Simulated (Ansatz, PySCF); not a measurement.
C₂H₇NSSi, SMILES CN(C)[Si]S (connectivity only; charge and spin as stated), neutral, multiplicity 1. Atoms are numbered in the order given.

```xyz
12

Si    -0.6404    -0.0257     0.9217
N      0.5166     0.8848    -0.0044
C      1.1791     0.5621    -1.2586
C      0.9131     2.1857     0.5262
H      0.9439     1.3177    -2.0303
H      2.2764     0.5437    -1.1272
H      0.8596    -0.4209    -1.6296
H      2.0008     2.2211     0.7202
H      0.6666     2.9964    -0.1835
H      0.3851     2.3805     1.4728
S     -0.8007    -1.7913    -0.3610
H     -1.6990    -2.3871     0.4551
```
Charge 0, spin multiplicity 1.

Geometry optimised at TPSSh-D3(BJ)/def2-SVP. The structure was generated by enumeration; whether it is a known compound was not checked. The values are those of a single conformer.

Two levels are set side by side: PBE-D3(BJ)/def2-SVP (Ansatz, an electronic-structure program) and TPSSh-D3(BJ)/def2-SVP (PySCF). Each level has its own optimised geometry; the coordinates shown are those of the second. Frequencies come from the Hessian of PySCF at each geometry. Differences are taken from unrounded values.

```tsv
quantity	TPSSh-D3(BJ)
mean bond length (Å)	1.347
bond Si1–N2 (Å)	1.739
bond Si1–S11 (Å)	2.188
bond N2–C3 (Å)	1.455
bond N2–C4 (Å)	1.460
bond C3–H5 (Å)	1.105
bond C3–H6 (Å)	1.105
bond C3–H7 (Å)	1.098
bond C4–H8 (Å)	1.105
bond C4–H9 (Å)	1.105
bond C4–H10 (Å)	1.101
bond S11–H12 (Å)	1.352
highest harmonic wavenumber (cm⁻¹)	3140
mean harmonic wavenumber (cm⁻¹)	1354
zero-point energy (kcal/mol)	58.07
```

What does PBE-D3(BJ) give, and how far is it from TPSSh-D3(BJ)? (Estimate from the structure and the level; the computed values follow.)


```csv
quantity,PBE-D3(BJ),PBE-D3(BJ) minus TPSSh-D3(BJ)
mean bond length (Å),1.354,0.008
bond Si1–N2 (Å),1.755,0.016
bond Si1–S11 (Å),2.199,0.010
bond N2–C3 (Å),1.452,-0.002
bond N2–C4 (Å),1.457,-0.002
bond C3–H5 (Å),1.114,0.009
bond C3–H6 (Å),1.114,0.009
bond C3–H7 (Å),1.107,0.008
bond C4–H8 (Å),1.114,0.009
bond C4–H9 (Å),1.114,0.009
bond C4–H10 (Å),1.110,0.008
bond S11–H12 (Å),1.362,0.010
highest harmonic wavenumber (cm⁻¹),3069,-71
mean harmonic wavenumber (cm⁻¹),1314,-40
zero-point energy (kcal/mol),56.35,-1.73
```

Exact exchange shortens and stiffens bonds; PBE has none. Differences between two approximate levels are no errors against the true value.
